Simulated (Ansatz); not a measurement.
Compare A (`Cc1cncc(C)c1`) with its isomer B (`Cc1ccc(C)nc1`).

Program: Ansatz. Geometries: PBE0-D4/def2-TZVP. ΔE: electronic, gas phase. CBS: MP2 limit from def2 TZ/QZ plus the TZ coupled-cluster correction, frozen cores. DFT in def2-TZVPP. B3LYP here is the variant with VWN-RPA as its local correlation; programs differ in this.

(1) Which isomer does CCSD(T)/CBS put lower? Give the gap. (An estimate is asked.)

(2) Give E(B) − E(A) in kcal/mol with r2SCAN-D4, CCSD(T)/def2-SVP, LDA (SPW92), B3LYP, MP2/def2-TZVPP, PBE0-D4, CCSD/def2-TZVPP. (An estimate is asked.)

Largest T1 diagnostic: 0.011.

Answers

(1) Ansatz gave: B, by 1.7 kcal/mol.

(2) The calculation gave: r2SCAN-D4 -1.7, CCSD(T)/def2-SVP -1.4, LDA (SPW92) -1.6, B3LYP -1.7, MP2/def2-TZVPP -1.3, PBE0-D4 -1.6, CCSD/def2-TZVPP -1.6. None reverses the order clearly.

Leaving LDA and LC-ωPBE aside and taking each functional with its dispersion term where it has one, the values, not all of them listed here, spread over 0.4 kcal/mol, from BHLYP-D4 to revPBE-D4.
